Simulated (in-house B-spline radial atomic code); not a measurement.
A calculation on Se²⁺: its settings, and results tabulated from the run. Method: non-relativistic PBE, spin-polarised, spherical fractional occupations, point nucleus, inside a hard spherical wall at 2.61 bohr. Calculated with a B-spline radial code for spherical atoms.

Command:
```bash
python run_scf.py task.json out
```
Settings:
```
Z                34
configuration    [Ar] 3d10 4s2 4p2
hamiltonian      nr
method           pbe,pbe
spin_polarised   True
wall_radius      2.61
```

Output (hartree, bohr):
```
 radial grid: 40 intervals, B-splines of order 8, outer radius 2.61 bohr

 iter        energy (Eh)    residual
    1       -2397.954974    4.24e-01
    2       -2398.255425    1.45e-01
    3       -2398.660812    1.79e-02
    4       -2398.663057    8.77e-03
    5       -2398.663255    1.60e-03
    6       -2398.663264    6.80e-04
    7       -2398.663272    3.80e-05
    8       -2398.663272    1.40e-06
    9       -2398.663272    4.44e-08

 total energy                     -2398.66327
 kinetic                            2404.9979
 electron-nucleus                  -5731.7244
 Hartree                            1014.7593
 exchange-correlation                -86.6961

 orbital      occ     eigenvalue          <r>       <r^2>       <1/r>       r_max
 1s up      1.000      -452.4080     0.044994  0.00271128      33.499     0.02971
 1s down    1.000      -452.3989    0.0449933  0.00271121     33.4994     0.02971
 2s up      1.000       -57.7738     0.200021   0.0471019     7.40338      0.1682
 2s down    1.000       -57.7691     0.200015   0.0470981     7.40327      0.1682
 2p up      3.000       -51.9143     0.172815   0.0365017     7.37982      0.1333
 2p down    3.000       -51.9057      0.17282   0.0365027     7.37946      0.1333
 3s up      1.000        -7.9853     0.586205     0.39578     2.42184       0.512
 3s down    1.000        -7.9736     0.585917    0.395185     2.42193      0.5122
 3p up      3.000        -5.9738     0.596302    0.417509     2.30428      0.5048
 3p down    3.000        -5.9604     0.595611    0.416168     2.30544       0.505
 3d up      5.000        -2.4203     0.633257    0.500323     2.02292      0.4531
 3d down    5.000        -2.4022     0.628999    0.492053     2.03082       0.453
 4s up      1.000        -0.9066      1.44448     2.27872    0.902621       1.433
 4s down    1.000        -0.7958      1.43928     2.26543    0.908993       1.423
 4p up      2.000        -0.3439      1.49115     2.42858    0.871977       1.518
```

Cost of the run: 0.05 s on 1 thread of Arm Neoverse V2, on a shared host.
